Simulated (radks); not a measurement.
Species: Kr. Configuration: [Kr] (the NIST ground configuration). Calculated with a radial shooting solver on a logarithmic mesh with Libxc functionals: non-relativistic Kohn-Sham, PBE, spin-polarised, spherical densities, point nucleus.

Unscreened Slater integrals over Kohn-Sham orbitals (eV). They are taken over the spin-up orbitals.

F0(4p,4p): 12.646
F2(4p,4p): 6.4952
F0(4p,4s): 13.791
G1(4p,4s): 9.0636
F0(4p,3d): 16.728
F2(4p,3d): 3.2400
G1(4p,3d): 1.0345
G3(4p,3d): 0.95904
F0(4p,3p): 16.745
F2(4p,3p): 3.1628
G0(4p,3p): 0.75417
G2(4p,3p): 0.87768
F0(4s,4s): 15.313
F0(4s,3d): 19.697
G2(4s,3d): 1.5337
F0(4s,3p): 19.727
G1(4s,3p): 1.2971
F0(3d,3d): 45.030
F2(3d,3d): 21.675
F4(3d,3d): 13.661
F0(3d,3p): 44.782
F2(3d,3p): 21.531
G1(3d,3p): 25.806
G3(3d,3p): 16.093
F0(3p,3p): 45.024
F2(3p,3p): 22.628
